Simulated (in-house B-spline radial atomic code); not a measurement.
Configurations of Zr VI (Zr5+), with energies counted from [Ar] 3d10 4s2 4p5. All numbers are computed (scalar-relativistic (X2C) LC-wPBE, spin-polarised, spherical fractional occupations, exact exchange averaged over the configuration; Fermi nucleus of rms radius 4.2694 fm) with a B-spline radial code for spherical atoms, not measured. Shells without spins written out take the highest spin.

Occupations are held fixed; configurations that lie above the ionisation limit could autoionise.

```json
{"configuration": "[Ar] 3d10 4s1 4p6", "E - E(ref) (eV)": "24.262", "highest orbital": "4p down", "its <r> (bohr)": "1.279"}
{"configuration": "[Ar] 3d10 4s2 4p4 5s1", "E - E(ref) (eV)": "45.499", "highest orbital": "5s up", "its <r> (bohr)": "2.456"}
{"configuration": "[Ar] 3d10 4s1 4p5 5p1", "E - E(ref) (eV)": "77.328", "highest orbital": "5p up", "its <r> (bohr)": "2.724"}
{"configuration": "[Ar] 3d9 4s2 4p5 5d1", "E - E(ref) (eV)": "222.45", "highest orbital": "5d up", "its <r> (bohr)": "3.284"}
{"configuration": "[Ar] 3d9 4s2 4p5 5f1", "E - E(ref) (eV)": "233.11", "highest orbital": "5f up", "its <r> (bohr)": "4.318"}
```

(1) Order these further configurations by energy, lowest first.
A. [Ar] 3d10 4s2 4p4 4f1
B. [Ar] 3d9 4s2 4p5 5p1
C. [Ar] 3d10 4s2 4p4 5d1
D. [Ar] 3d9 4s2 4p5 4d1
E. [Ar] 3d9 4s2 4p6

## Answers

(1) A (61.378 eV), C (63.773 eV), E (154.9 eV), D (189.17 eV), B (211.52 eV).
